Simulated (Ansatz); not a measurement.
Job for Ansatz (a first-principles code): U-CCSD(T)/cc-pVTZ on BeH3N (SMILES [BeH][NH2]), a point of a bond scan (R = 2.016 Å).

Ansatz 0.2 input:
```yaml
crystal:
  periodic: [false, false, false]
  atoms:
    - {symbol: Be, position_ang: [-0.55549601, -0.10298035, -0.76701060]}
    - {symbol: H, position_ang: [-1.33100906, -0.24674845, -1.83781348]}
    - {symbol: N, position_ang: [0.31947459, 0.05922564, 0.44112000]}
    - {symbol: H, position_ang: [1.77086835, -1.22143494, 1.00538808]}
    - {symbol: H, position_ang: [0.27149950, 0.82519504, 1.09476189]}
basis:
  gaussian:
    orbitals: cc-pVTZ
correlation: {method: ccsd_t, electrons: outside_noble_gas}
scf: {omitted_lower_state_checks: [cluster_reference]}
magnetization: {spin_polarized: true, initial_magnetization: 0}
```

The head of its log:

```
WARN ansatz: RAYON_NUM_THREADS=1 ignored (pool sized by the plan → 1); use --threads N
Functional definition: HF
these checks for a lower state are left out or cut short: cluster_reference
integrals: 0.18 GiB planned
577 factors; integrals over basis functions are off by at most 1.2e-3 eV
mean field: 0.18 GiB planned
mean field evaluation 1: about -1917.7519 eV, gradient 3.0e1 eV
mean field evaluation 2: about -1917.7526 eV, gradient 3.0e1 eV
mean field evaluation 4: about -1923.1195 eV, gradient 2.4e0 eV
mean field evaluation 8: about -1923.2242 eV, gradient 1.1e-3 eV
mean field evaluation 16: about -1923.2426 eV, gradient 8.0e-1 eV
mean field evaluation 32: about -1922.5131 eV, gradient 1.4e1 eV
mean field evaluation 64: about -1924.6609 eV, gradient 2.9e-6 eV
mean field evaluation 96: about -1924.7545 eV, gradient 2.3e0 eV
mean field evaluation 128: about -1924.7830 eV, gradient 2.6e-1 eV
mean field evaluation 160: about -1924.7857 eV, gradient 2.2e-6 eV
mean field -1924.78570763 eV, -70.7345700889 hartree, gradient 2.2e-6 eV, S^2 0.836007; 13 other end points of the search recorded, 0 dependent functions left out
2 core orbitals not correlated
reference -1924.78570763 eV, -70.7345700889 hartree; 5, 5 occupied and 95, 95 virtual orbitals, 577 factors
```

Task: Give the final energy of this run.

Result: -71.0153 hartree (reference determinant -70.7346, T1 diagnostic 0.070). Its determinant has ⟨S²⟩ = 0.84, a mixture of spin states.
